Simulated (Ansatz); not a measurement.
`C[O][GaH][SH]` and `C[O][GaH][SeH]` differ in one atom or group.

Ansatz, PBE0-D4/def2-TZVP geometries, multiplicity 1. Each molecule was computed in one conformer, which needn't be the lowest.

Scalar relativity is left out up to krypton. Spin–orbit coupling is left out; it splits and shifts lone-pair levels of the heavy atoms by tenths of an eV.

```tsv
property	`C[O][GaH][SH]`
HOMO energy (B3LYP/def2-TZVPP) / eV	-7.45
size of the dipole moment (B3LYP/def2-TZVPP) / D	0.74
HOMO–LUMO gap (ωB97M-V/def2-TZVPP) / eV	10.71
HOMO energy (PBE/def2-TZVPP) / eV	-6.38
size of the dipole moment (ωB97M-V/def2-TZVPP) / D	0.68
zero-point energy (PBE0-D4/def2-TZVP) / kJ/mol	152.5
```

(1) What does the change do to each property? (An estimate is asked.)

## Answers

(1) Ansatz gave: 
```csv
property,`C[O][GaH][SeH]`,shift
HOMO energy (B3LYP/def2-TZVPP) / eV,-6.98,0.47
size of the dipole moment (B3LYP/def2-TZVPP) / D,1.33,0.59
HOMO–LUMO gap (ωB97M-V/def2-TZVPP) / eV,10.10,-0.61
HOMO energy (PBE/def2-TZVPP) / eV,-6.04,0.34
size of the dipole moment (ωB97M-V/def2-TZVPP) / D,1.43,0.75
zero-point energy (PBE0-D4/def2-TZVP) / kJ/mol,148.9,-3.6
```

Dipoles are sizes alone; their direction can turn.

B3LYP here is the variant with VWN-RPA as its local correlation; programs differ in this.
